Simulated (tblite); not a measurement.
Species: C5H9FN2Si.
SMILES with atom numbers: `[CH3:1][CH2:2][c:3]1[c:4]([F:5])[cH:6][n:7][n:8]1[SiH3:9]` (hydrogens: H10, H11, H12 on C1; H13, H14 on C2; H15 on C6; H16, H17, H18 on Si9)

Computed geometry: GFN2-xTB, gas phase.

**Question.** What internal coordinates does the optimisation give?

**Answer.** 
```
                  bond  length (bohr)     order
                 C1–C2          2.892    single
                 C2–C3          2.810    single
                 C3–C4          2.602  aromatic
                 C4–F5          2.540    single
                 C4–C6          2.651  aromatic
                 C6–N7          2.480  aromatic
                 N7–N8          2.543  aromatic
                N8–Si9          3.327    single
                 C3–N8          2.566  aromatic
C1–H10, C1–H11, C1–H12          2.055    single
        C2–H13, C2–H14          2.064    single
                C6–H15          2.024    single
      Si9–H16, Si9–H18          2.768    single
               Si9–H17          2.742    single
```

Bonds in one row agree within 0.02 bohr and their mean is given. Orders are formal, as drawn. A selection of angles:
```
    angle  degrees
 C1–C2–C3    111.2
 C2–C3–C4    130.4
 C2–C3–N8    123.9
 C4–C3–N8    105.7
 C3–C4–F5    126.5
 C3–C4–C6    106.5
 F5–C4–C6    127.0
 C4–C6–N7    109.4
 C6–N7–N8    107.4
N7–N8–Si9    117.1
 C3–N8–N7    111.1
C3–N8–Si9    131.8
```

Torsions: C1–C2–C3–C4 87° (synclinal). The mirror-image conformer, all signs reversed, is as good.

The 5-membered ring C3–C4–C6–N7–N8 has internal angles of 105.7° to 111.1°; it is planar, 0.00 Å rms from its mean plane, widest ring torsion 0°. The 2 C–N bonds span 1.312 Å (C6–N7, aromatic) to 1.358 Å (C3–N8, aromatic), a spread of 0.046 Å. N8 (pyrrole-type nitrogen) is planar (angles 131.8°, 117.1° and 111.1°, sum 360.0°, 0.01 Å off the plane of its three neighbours). Of the pairs four or more bonds apart, Si9···H14 is among the closest relative to their van der Waals radii: 2.96 Å, 90 % of the sum of Bondi's values. Si9 (SiH3 silicon) is distorted tetrahedral (angles from 103.4° to 114.1°). The 4 C–C bonds span 1.377 Å (C3–C4, aromatic) to 1.530 Å (C1–C2, drawn single), a spread of 0.153 Å.

Point group: C1 (no symmetry element, even within 0.4 Å). Its GFN2-xTB frequencies are all real (lowest 54 cm⁻¹). The numbers are those of one conformer. 2 starts were optimised and ended at 0.00 and 0.02 kcal/mol (GFN2-xTB); the lowest of these is shown.
